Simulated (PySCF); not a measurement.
HNP, SMILES [NH+]#P, charge +1.

Geometry optimised at ωB97X-D3(BJ)/def2-TZVPD. The isomer is the one that the SMILES or the coordinates give; other isomers of the formula were not compared.

Lowest vertical singlet excitation by several levels in PySCF, with rough processor times relative to the cheapest run on one machine. Each run also gave further roots (ADC and EOM-CCSD ionised and attached states too); roots are paired by order and the bases differ. EOM-CCSD serves as a yardstick, not as the true value; all levels that ended soundly for this molecule are listed, with differences from unrounded values.

```csv
level,relative cost,S1 (eV),S1 minus EOM-CCSD (eV)
TDA-PBE/def2-TZVPD,1,5.75,-0.46
EOM-CCSD/aug-cc-pVDZ,2,6.21,0.00
TDA-ωB97X/def2-TZVPD,2,5.66,-0.55
TDA-M06-2X/def2-TZVPD,6,5.22,-0.99
ADC(3)/aug-cc-pVDZ,20,5.83,-0.38
```

Question: Which is the cheapest level here that lands within 0.3 eV of EOM-CCSD?

Answer: No cheaper level does; only EOM-CCSD itself.
